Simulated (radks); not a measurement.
Valence configurations of O2+ (all share [He]). Calculated with a radial shooting solver on a logarithmic mesh with Libxc functionals: scalar-relativistic Kohn-Sham, r2SCAN, spin-unpolarised, spherical densities, finite nucleus; meta-GGA in the generalised Kohn-Sham scheme; Fermi nuclear charge, rms radius 2.6991 fm. Energies are relative to 2s2 2p2; eigenvalues in eV.

valence      E (eV)    e(2p)    e(2s)
2s2 2p2       0.000  -43.232  -59.633
2s1 2p3      16.385  -43.054  -59.413
2p4          32.686  -42.852        -
2s1.5 2p2.5   8.197  -43.140  -59.528

NIST lists [He] 2s2 2p2 as the ground configuration; this level of theory agrees among the configurations tried. The energies are those of spherical spin-averaged densities, not of single terms.
